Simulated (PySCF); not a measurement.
PySCF input file for CH5ClFNSi, SMILES NC[Si@H](F)Cl, PBE/pcSseg-1. Geometry optimised at B3LYP-D3(BJ)/def2-SVP. The structure was generated by enumeration; whether it is a known compound was not checked. One conformer was computed; it need not be the lowest.

```python
import numpy as np
from pyscf import gto, scf, dft
from pyscf.prop.nmr import rks as nmr

mol = gto.M(
    atom='''
    N    -2.50892414    0.16486088    0.80318044
    C    -1.46075185   -0.59453806    0.10934304
    Si    0.24586981    0.14538599    0.34537438
    F     0.16828124    1.69054626   -0.16573855
    Cl    1.68976581   -0.82686615   -0.77506137
    H    -2.35070024    0.17883276    1.81112598
    H    -2.51468409    1.13712677    0.49385071
    H    -1.69047436   -0.64022258   -0.96964529
    H    -1.47169511   -1.64356312    0.45309329
    H     0.67180677    0.18743298    1.76570264
    ''',
    basis='pcSseg-1',
    charge=0,
    spin=0,
    max_memory=1600,
    verbose=3,
)
mf = dft.RKS(mol, xc='pbe')
mf.grids.level = 3
mf.conv_tol = 1e-10
mf.max_cycle = 100
mf.kernel()
n = nmr.NMR(mf)
n.verbose = 2
n.max_cycle_cphf = 60
sigma = n.kernel()
print('atom   isotropic/ppm   span/ppm')
for i, s in enumerate(sigma):
    w = np.linalg.eigvalsh((s + s.T) / 2)
    print(f'{mol.atom_symbol(i):2s}{i + 1:3d} {w.mean():14.3f} {w[2] - w[0]:11.3f}')
```

Log of the run:

```
converged SCF energy = -944.914025405008
atom   isotropic/ppm   span/ppm
N   1        246.245      86.608
C   2        141.834      54.727
Si  3        325.315      81.780
F   4        334.014      84.841
Cl  5        853.371     282.917
H   6         31.256      16.112
H   7         30.932      15.804
H   8         28.523       9.033
H   9         28.840       9.289
H  10         25.877       8.760
```

Self-consistency was reached.
